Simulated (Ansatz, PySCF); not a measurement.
Gas-phase reaction in SMILES: Cc1cccs1 + 8 [H][H] (H2) → 5 C (CH4) + S (H2S)
Each molecule is optimised on its own at B3LYP-D3(BJ)/def2-TZVP (Ansatz, an electronic-structure program). Frequencies are from Ansatz or PySCF. Unstable Hartree-Fock reference: Cc1cccs1.

Wanted: energy of full hydrogenation (0 K, with B3LYP-D3(BJ) harmonic zero-point energies), in eV. Cores are frozen in the correlated levels unless marked. No spin-orbit coupling. No relativistic terms. CBS(X,Y): correlation extrapolated as X^-3; Hartree-Fock from the larger set.

| level | program | energy of full hydrogenation (eV) |
|---|---|---|
| revPBE-D4/def2-TZVPD | Ansatz + dftd4 | -3.90 |
| SCS-MP2/6-31G* | Ansatz | -4.20 |
| CCSD/STO-3G | Ansatz | -4.26 |
| CCSD/aug-cc-pV(D+d)Z | Ansatz | … |
| CCSD(T)/CBS(cc-pV(T+d)Z,cc-pV(Q+d)Z) | Ansatz | … |

### Question
What belongs in the gaps?

### Answer

- CCSD/aug-cc-pV(D+d)Z, energy of full hydrogenation (eV): -5.34
- CCSD(T)/CBS(cc-pV(T+d)Z,cc-pV(Q+d)Z), energy of full hydrogenation (eV): -4.72
